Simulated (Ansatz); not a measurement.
Ansatz (a first-principles code) input (wB97M-V/def2-TZVPD):

Ansatz 0.2 input:
```yaml
crystal:
  periodic: [false, false, false]
  atoms:
    - {symbol: Si, position_ang: [2.09564604, 0.13034512, 0.01705497]}
    - {symbol: C, position_ang: [0.24683886, 0.08122201, 0.04829806]}
    - {symbol: C, position_ang: [-0.60784828, 0.90437524, 0.65716737]}
    - {symbol: C, position_ang: [-2.01126135, 0.58085934, 0.47973902]}
    - {symbol: C, position_ang: [-2.05129677, -0.52036786, -0.29271920]}
    - {symbol: C, position_ang: [-0.65205350, -0.94697583, -0.64228862]}
    - {symbol: H, position_ang: [2.57748692, 1.28242564, 0.80953463]}
    - {symbol: H, position_ang: [2.65934537, -1.12352695, 0.57707798]}
    - {symbol: H, position_ang: [2.58981570, 0.25010617, -1.37758889]}
    - {symbol: H, position_ang: [-2.84585315, 1.12569929, 0.89231014]}
    - {symbol: H, position_ang: [-2.93777353, -1.04069078, -0.62684077]}
    - {symbol: H, position_ang: [-0.43860456, -1.96182998, -0.28851322]}
    - {symbol: H, position_ang: [-0.48973504, -0.95169253, -1.72592920]}
basis:
  gaussian:
    orbitals: def2-TZVPD
hamiltonian:
  xc: {name: wB97M-V}
magnetization: {spin_polarized: true, initial_magnetization: 1}
output: {forces: true}
```

Output:

```
Functional definition: wB97M-V
integrals: 0.35 GiB planned
1511 factors; their error is unknown
integrals: 0.39 GiB planned
548 factors; integrals over basis functions are off by at most 7.8e-6 eV
0.58 GiB of the device are held for the grids
2.14 GiB of device memory are held for the factors and their scratch space
mean field: 2.80 GiB planned
mean field evaluation 1: about -13167.2842 eV, gradient 3.2e1 eV
mean field evaluation 2: about -13169.2396 eV, gradient 2.5e1 eV
mean field evaluation 4: about -13172.2601 eV, gradient 1.4e0 eV
mean field evaluation 8: about -13172.2919 eV, gradient 1.2e-1 eV
mean field evaluation 16: about -13172.2672 eV, gradient 5.4e-3 eV
mean field -13172.26717832 eV, -484.0718903200 hartree, gradient 4.0e-5 eV, S^2 0.761389; 0 other end points of the search recorded, 0 dependent functions left out
the calculation of the forces begins
reference -13172.26724711 eV, -484.0718928479 hartree; 26, 25 occupied and 265, 266 virtual orbitals, 1511 factors
Total energy: -13172.26724711 eV, -484.0718928479 hartree
Atom 0 at     2.095646     0.130345     0.017055 Å, force     0.089376     0.008354     0.002692 eV/Å
Atom 1 at     0.246839     0.081222     0.048298 Å, force    -0.234229     0.039698     0.036229 eV/Å
Atom 2 at    -0.607848     0.904375     0.657167 Å, force     0.263385    -0.150979    -0.115468 eV/Å
Atom 3 at    -2.011261     0.580859     0.479739 Å, force    -0.157990    -0.202841    -0.136926 eV/Å
Atom 4 at    -2.051297    -0.520368    -0.292719 Å, force     0.135106     0.203467     0.138180 eV/Å
Atom 5 at    -0.652053    -0.946976    -0.642289 Å, force     0.038942     0.056618     0.038403 eV/Å
Atom 6 at     2.577487     1.282426     0.809535 Å, force    -0.029664    -0.053047    -0.036224 eV/Å
Atom 7 at     2.659345    -1.123527     0.577078 Å, force    -0.038466     0.061429    -0.023806 eV/Å
Atom 8 at     2.589816     0.250106    -1.377589 Å, force    -0.035214    -0.002818     0.067616 eV/Å
Atom 9 at    -2.845853     1.125699     0.892310 Å, force     0.000250    -0.010102    -0.007108 eV/Å
Atom 10 at    -2.937774    -1.040691    -0.626841 Å, force    -0.001332     0.009574     0.006776 eV/Å
Atom 11 at    -0.438605    -1.961830    -0.288513 Å, force    -0.015392     0.026455     0.006092 eV/Å
Atom 12 at    -0.489735    -0.951693    -1.725929 Å, force    -0.014772     0.014191     0.023544 eV/Å
Dipole moment:    -0.254928    -0.216965    -0.143403 e Å
```

It need not be the lowest isomer of its formula.
